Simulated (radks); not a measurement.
Removal energies from the phosphorus ion P+, [Ne] 3s2 3p(1/2: 2, 3/2: 0), by Delta-SCF beside the eigenvalue of the level emptied. Calculated with a radial shooting solver on a logarithmic mesh with Libxc functionals: Dirac Kohn-Sham, PBE, spin-unpolarised, spherical densities, finite nucleus; Fermi nuclear charge, rms radius of each element as measured or else 0.836 A^(1/3) + 0.57 fm. Sub-shells are occupied by j as written (lower j first in brackets).

removed from	final configuration	Delta-SCF (eV)	-eigenvalue (eV)
3p1/2	[Ne] 3s2 3p(1/2: 1, 3/2: 0)	19.182	14.241
3s1/2	[Ne] 3s1 3p(1/2: 2, 3/2: 0)	28.839	23.266
2p3/2	[He] 2s2 2p(1/2: 2, 3/2: 3) 3s2 3p(1/2: 2, 3/2: 0)	152.20	134.78
2p1/2	[He] 2s2 2p(1/2: 1, 3/2: 4) 3s2 3p(1/2: 2, 3/2: 0)	153.19	135.70
